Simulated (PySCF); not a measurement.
```xyz
5
charge 0 multiplicity 1, angstrom
Ti    0.0000    0.0000    0.0000
H     0.9869    0.9869    0.9869
H     0.9869   -0.9869   -0.9869
H    -0.9869   -0.9869    0.9869
H    -0.9869    0.9869   -0.9869
```

These are results of PySCF, BP86, basis Ti def2-TZVP, H def2-TZVP (no relativity, density fitting), not measurements.

This geometry of TiH₄ is a stationary point at this level.

(1) What is the point group?

(2) Is it a minimum?

(3) Which band is strongest in the infrared?

(4) Give the ideal-gas entropy at 298.15 K and 1 bar by parts.

Results:

(1) Td.

(2) Yes: all harmonic wavenumbers are real.

(3) 1685 cm⁻¹ (t2), 999 km/mol.

(4) translation 158.1, rotation 53.6, vibration 11.9, spin 0.0; total 223.6 J/(mol K).

This need not be the most stable arrangement of these atoms.
